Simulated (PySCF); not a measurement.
C₂H₂F₂, SMILES C(=C\F)/F.

Geometry: TPSSh-D3(BJ)/def2-SVP.

Calculation: PySCF with PBE/def2-TZVPD.

Symmetry labels are those of the subgroup C2h that the program uses (full group C2h).

Q: List the valence orbital energies around the gap with their symmetry. (An estimate is asked for; the answer gives what the named calculation found.)

A: 
```
orbital  symmetry  energy (eV)
-------  --------  -----------
HOMO−7         Bu       -13.79
HOMO−6         Ag       -13.43
HOMO−5         Ag       -11.98
HOMO−4         Au       -11.74
HOMO−3         Bg       -11.02
HOMO−2         Bu        -9.86
HOMO−1         Ag        -8.91
HOMO           Au        -6.25
LUMO           Bg        -0.99
LUMO+1         Bu        -0.19
LUMO+2         Ag         0.19
LUMO+3         Bu         0.49
```
